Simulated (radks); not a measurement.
All-electron atom: Tl V in [Xe] 4f14 5d9.

All-electron calculation, scalar-relativistic Kohn-Sham, PBEsol, spin-polarised, spherical densities, finite nucleus; open shells are filled with parallel spins first (spin-orbit coupling, left out, can overturn this in heavy ions); Fermi nuclear charge, rms radius 5.4759 fm. Program: a radial shooting solver on a logarithmic mesh with Libxc functionals.

Energy parts (eV):
| part | energy |
|---|---|
| total | -550520.72 |
| kinetic | 619618.06 |
| electron-nucleus | -1369184.69 |
| Hartree | 209151.40 |
| exchange-correlation | -10105.49 |

Orbitals (lengths in bohr, moments of r in powers of bohr; r(max) is where P^2 peaks):
[
 {"orbital": "1s up", "occ.": "1", "eigenvalue (eV)": "-85597.93", "r(max)": "0.01004", "<r^4>": "3.762e-07"},
 {"orbital": "1s down", "occ.": "1", "eigenvalue (eV)": "-85597.93", "r(max)": "0.01004", "<r^4>": "3.762e-07"},
 {"orbital": "2s up", "occ.": "1", "eigenvalue (eV)": "-15280.70", "r(max)": "0.05817", "<r^4>": "0.00005456"},
 {"orbital": "2s down", "occ.": "1", "eigenvalue (eV)": "-15280.60", "r(max)": "0.05817", "<r^4>": "0.00005456"},
 {"orbital": "2p up", "occ.": "3", "eigenvalue (eV)": "-13156.31", "r(max)": "0.04833", "<r^4>": "0.00004490"},
 {"orbital": "2p down", "occ.": "3", "eigenvalue (eV)": "-13156.23", "r(max)": "0.04833", "<r^4>": "0.00004490"},
 {"orbital": "3s up", "occ.": "1", "eigenvalue (eV)": "-3682.727", "r(max)": "0.1640", "<r^4>": "0.001963"},
 {"orbital": "3s down", "occ.": "1", "eigenvalue (eV)": "-3682.683", "r(max)": "0.1640", "<r^4>": "0.001963"},
 {"orbital": "3p up", "occ.": "3", "eigenvalue (eV)": "-3070.958", "r(max)": "0.1638", "<r^4>": "0.002177"},
 {"orbital": "3p down", "occ.": "3", "eigenvalue (eV)": "-3070.910", "r(max)": "0.1638", "<r^4>": "0.002177"},
 {"orbital": "3d up", "occ.": "5", "eigenvalue (eV)": "-2435.385", "r(max)": "0.1334", "<r^4>": "0.001672"},
 {"orbital": "3d down", "occ.": "5", "eigenvalue (eV)": "-2435.311", "r(max)": "0.1334", "<r^4>": "0.001672"},
 {"orbital": "4s up", "occ.": "1", "eigenvalue (eV)": "-857.6720", "r(max)": "0.3690", "<r^4>": "0.04324"},
 {"orbital": "4s down", "occ.": "1", "eigenvalue (eV)": "-857.5760", "r(max)": "0.3690", "<r^4>": "0.04323"},
 {"orbital": "4p up", "occ.": "3", "eigenvalue (eV)": "-657.0065", "r(max)": "0.3890", "<r^4>": "0.05798"},
 {"orbital": "4p down", "occ.": "3", "eigenvalue (eV)": "-656.9146", "r(max)": "0.3890", "<r^4>": "0.05797"},
 {"orbital": "4d up", "occ.": "5", "eigenvalue (eV)": "-421.3917", "r(max)": "0.3955", "<r^4>": "0.07868"},
 {"orbital": "4d down", "occ.": "5", "eigenvalue (eV)": "-421.2845", "r(max)": "0.3955", "<r^4>": "0.07861"},
 {"orbital": "4f up", "occ.": "7", "eigenvalue (eV)": "-160.5941", "r(max)": "0.3577", "<r^4>": "0.1366"},
 {"orbital": "4f down", "occ.": "7", "eigenvalue (eV)": "-160.4542", "r(max)": "0.3577", "<r^4>": "0.1360"},
 {"orbital": "5s up", "occ.": "1", "eigenvalue (eV)": "-177.2119", "r(max)": "0.8074", "<r^4>": "1.057"},
 {"orbital": "5s down", "occ.": "1", "eigenvalue (eV)": "-176.6324", "r(max)": "0.8068", "<r^4>": "1.054"},
 {"orbital": "5p up", "occ.": "3", "eigenvalue (eV)": "-122.0893", "r(max)": "0.9029", "<r^4>": "1.876"},
 {"orbital": "5p down", "occ.": "3", "eigenvalue (eV)": "-121.4010", "r(max)": "0.9021", "<r^4>": "1.872"},
 {"orbital": "5d up", "occ.": "5", "eigenvalue (eV)": "-59.8379", "r(max)": "1.099", "<r^4>": "5.988"},
 {"orbital": "5d down", "occ.": "4", "eigenvalue (eV)": "-59.0905", "r(max)": "1.098", "<r^4>": "6.051"}
]

The highest occupied level is 5d down at -59.091 eV. The density falls to 0.001 e/bohr^3 at r = 3.03 bohr. Summed over all electrons, <r^2> = 33.92 bohr^2, which gives a Langevin (diamagnetic) susceptibility term of -26.9 x 10^-6 cm^3/mol. Spin moment in Bohr magnetons: 1. For comparison, the ionisation energy in NIST's Atomic Spectra Database is 62.6 eV (measured). In exact Kohn-Sham theory the highest level is minus the ionisation energy, but local and semilocal functionals leave it too shallow, through self-interaction and a potential that decays too fast; potentials with the right tail come closer.
